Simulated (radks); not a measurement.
Hf+, 71 electrons, occupied as [Xe] 4f14 5d1 6s2. Method: scalar-relativistic Kohn-Sham, PW91, spin-polarised, spherical densities, point nucleus; open shells are filled with parallel spins first (spin-orbit coupling, left out, can overturn this in heavy ions); computed with a radial shooting solver on a logarithmic mesh with Libxc functionals. Some entries of the table are withheld. Estimate them.

| orbital | occ. | eigenvalue (hartree) | r(max) (bohr) | <1/r> (bohr^-1) |
|---|---|---|---|---|
| 1s down | 1 | -2399.855 | 0.01190 | 83.84 |
| 1s up | 1 | -2399.855 | 0.01190 | 83.84 |
| 2s up | 1 | -410.7062 | 0.06805 | 19.57 |
| 2s down | 1 | -410.7050 | 0.06805 | 19.57 |
| 2p up | 3 | -360.6553 | 0.05567 | 17.85 |
| 2p down | 3 | -360.6543 | 0.05567 | 17.85 |
| 3s up | 1 | -93.84201 | 0.1921 | 7.241 |
| 3s down | 1 | -93.84190 | 0.1921 | 7.241 |
| 3p up | 3 | -78.89229 | 0.1898 | 6.712 |
| 3p down | 3 | -78.89212 | 0.1898 | 6.712 |
| 3d up | 5 | -61.20385 | 0.1546 | 6.350 |
| 3d down | 5 | -61.20322 | 0.1546 | 6.350 |
| 4s up | 1 | -19.17725 | 0.4373 | 3.068 |
| 4s down | 1 | -19.17651 | 0.4373 | 3.067 |
| 4p up | 3 | -14.27351 | 0.4582 | 2.792 |
| 4p down | 3 | -14.27283 | 0.4582 | 2.792 |
| 4d up | 5 | -7.93891 | 0.4709 | 2.475 |
| 4d down | 5 | -7.93799 | 0.4709 | 2.475 |
| 5s up | 1 | -2.81339 | 1.015 | 1.174 |
| 5s down | 1 | -2.79984 | 1.014 | 1.176 |
| 5p up | 3 | -1.65425 | 1.158 | 0.9789 |
| 5p down | 3 | -1.63535 | 1.155 | 0.9824 |
| 4f up | 7 | -0.96423 | 0.4546 | (1) |
| 4f down | 7 | -0.96081 | 0.4545 | (2) |
| 6s up | 1 | -0.44599 | 2.718 | 0.4084 |
| 6s down | 1 | -0.42807 | 2.743 | 0.4021 |
| 5d up | 1 | -0.40601 | 1.633 | 0.6023 |
| 5d down | 0 | -0.38208 | 1.628 | 0.5990 |

Answer. 
(1) 4f up <1/r> (bohr^-1): 1.917
(2) 4f down <1/r> (bohr^-1): 1.921
